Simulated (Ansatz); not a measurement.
`CN[SiH2][SiH2]N` + `[OH][GeH2][SH]` → `C[S][GeH2][OH]` + `N[SiH2][SiH2]N`  (substitution at a C–N bond)

Isolated molecules relaxed with PBE0-D4/def2-TZVP in Ansatz; ΔE leaves out vibrations. CCSD(T)/CBS adds triple-zeta CCSD(T) − MP2 to the extrapolated MP2 energy (def2 sets, frozen cores). DFT in def2-TZVPP. For Ge outer-core shells are correlated without core-valence functions, which leaves a few kJ/mol of doubt a bond. Scalar relativity is left out up to krypton. Each species was taken in one conformer, which may not be the lowest.

`CN[SiH2][SiH2]N`:

```xyz
15

C     1.233   -1.038    1.275
N     1.705    0.029    0.417
Si    0.871    0.547   -0.995
Si   -1.360    1.075   -0.499
N    -2.200   -0.387   -0.099
H     0.140   -1.033    1.298
H     1.580   -0.895    2.303
H     1.550   -2.038    0.947
H     2.707    0.139    0.428
H     1.592    1.742   -1.516
H     0.844   -0.456   -2.115
H    -1.928    1.834   -1.660
H    -1.465    1.972    0.684
H    -3.139   -0.324    0.265
H    -2.128   -1.168   -0.733
```

`[OH][GeH2][SH]`:

```xyz
7

O    -0.172   -0.672   -1.432
Ge    0.491   -0.278    0.168
S    -0.911    1.013    1.305
H    -1.071   -1.005   -1.381
H     0.652   -1.538    1.034
H     1.808    0.434   -0.149
H    -0.798    2.047    0.455
```

`C[S][GeH2][OH]`:

Z-matrix (Å, degrees):
```
C
S 1 1.815
H 1 1.090 2 111.6
H 1 1.090 2 111.3 3 -123.3
H 1 1.090 2 106.6 3 118.4
Ge 2 2.210 1 100.3 3 72.7
O 6 1.781 2 113.3 1 -84.7
H 6 1.529 2 108.7 1 160.3
H 6 1.543 2 107.4 1 35.8
H 7 0.960 6 113.1 2 56.7
```

`N[SiH2][SiH2]N`:

Cartesian coordinates in Å:
```
N 1.753 0.429 0.437
Si 0.971 -0.185 -0.978
Si -1.306 -0.260 -0.398
N -1.333 0.129 1.286
H 1.319 1.206 0.912
H 2.758 0.506 0.468
H 1.172 0.608 -2.231
H 1.532 -1.536 -1.258
H -1.904 -1.581 -0.772
H -2.111 0.767 -1.116
H -0.639 -0.302 1.878
H -2.212 0.220 1.772
```

```csv
level,ΔE (kJ/mol)
ωB97X-V,-19.9
MP2/def2-TZVPP,-24.2
```

(1) What does CCSD(T)/CBS give? (Estimate.)

Largest T1 diagnostic among the species: 0.012.

Results:

(1) The calculation gave: -24.7 kJ/mol. The listed levels differ from it by 4.8, 0.5 kJ/mol.

In def2-TZVPP, CCSD(T) changes the Hartree–Fock value by −4.7 kJ/mol (the triples alone add −1.5 kJ/mol) and MP2 by −9.0 kJ/mol.
